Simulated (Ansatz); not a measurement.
Consider the ligand exchange at the Si–O bond: `[OH][Ge][O][SiH3]` + `C=C(O)F` → `C=C(F)O[SiH3]` + `[OH][Ge][OH]`.

Program: Ansatz. Geometries: PBE0-D4/def2-TZVP. ΔE: electronic, gas phase. CBS: MP2 limit from def2 TZ/QZ plus the TZ coupled-cluster correction, frozen cores. Functionals use def2-TZVPP. B3LYP here is the variant with VWN-RPA as its local correlation; programs differ in this. For Ge outer-core shells are correlated without core-valence functions, which leaves a few kJ/mol of doubt a bond. Scalar relativity is left out up to krypton. One conformer a species, not always the lowest.

```csv
level,ΔE (kcal/mol)
PBE-D4,5.1
B3LYP-D4,5.1
HF/def2-TZVPP,6.1
MP2/def2-TZVPP,5.5
CCSD/def2-TZVPP,5.6
CCSD(T)/def2-TZVPP,5.5
MP2/CBS(def2),5.2
CCSD/CBS(def2),5.4
```

Task: What does CCSD(T)/CBS give? (An estimate is asked.)

Result: Computed: +5.3 kcal/mol. The listed levels differ from it by -0.2, -0.2, 0.8, 0.2, 0.3, 0.2, -0.1, 0.1 kcal/mol.

Largest T1 diagnostic among the species: 0.015.
